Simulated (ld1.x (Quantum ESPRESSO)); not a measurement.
# silver (Ag), TM: configuration errors across variants

silver, norm-conserving Troullier–Martins (Kleinman–Bylander form), made with ld1.x (Quantum ESPRESSO) 7.5 (PBE, non-relativistic). Core [Kr], reference 4d10 5s0.75 5p0 (charge +0.25). Waves: 5p (bound, empty): rc 2.40 bohr; 4d (bound): rc 1.10 bohr; 5s (bound): rc 2.80 bohr. Local part: the s channel. Core correction: Bessel-smoothed model core inside 0.55 bohr.

All-electron excitation energies from the reference (eV): (1) 4d10 5s1 5p0 -1.188; (2) 4d10 5s0 5p0 5.995; (3) 4d9 5s0 5p0 28.422; (4) 4d9 5s1 5p0 12.493; (5) 4d9 5s1 5p1 7.931; (6) 4d10 5s0.5 5p0 1.581; (7) 4d8 5s0 5p0 65.078.

4 further variants failed, have other tests or another functional or relativity, and are left out.

Errors AE − PS in meV (a dash: test not solved or not reliable):

| change | (1) | (2) | (3) | (4) | (5) | (6) | (7) | bound ghosts |
| --- | --- | --- | --- | --- | --- | --- | --- | --- |
| base | -0.3 | -6.1 | -183 | -154 | -187 | -0.5 | -926 | none |
| all radii but the core radius scaled by about 0.92 (s 2.58, p 2.22, d 1.02 bohr) | -0.4 | -6.4 | – | -163 | -186 | -0.5 | -894 | none |
| core correction Bessel-smoothed model core inside 1.08 bohr | -0.4 | -6.1 | -183 | -155 | -187 | -0.5 | -927 | none |
| wave 5s (bound): rc 2.80 bohr becomes 5s (bound): rc 2.00 bohr | -0.4 | -5.5 | -170 | -151 | -183 | -0.4 | -880 | none |

Question: Give the same row for: type PAW; waves now 5s (bound): rcut 2.45, rcutus 2.80 bohr; 5s channel at 3 Ry: rcut 2.45, rcutus 2.80 bohr; 5p (bound): rcut 2.10, rcutus 2.40 bohr; 5p channel at 1.25 Ry: rcut 2.10, rcutus 2.40 bohr; 4d (bound): rcut 0.95, rcutus 1.10 bohr; 4d channel at 1.2 Ry: rcut 0.95, rcutus 1.10 bohr; local potential all-electron potential smoothed inside 2.35 bohr (lloc = -1); augmentation PSQ, inside the norm-conserving radii.

Answer: -0.1, -1.0, -67, -51, -52, -0.1, -394; bound ghosts: none.
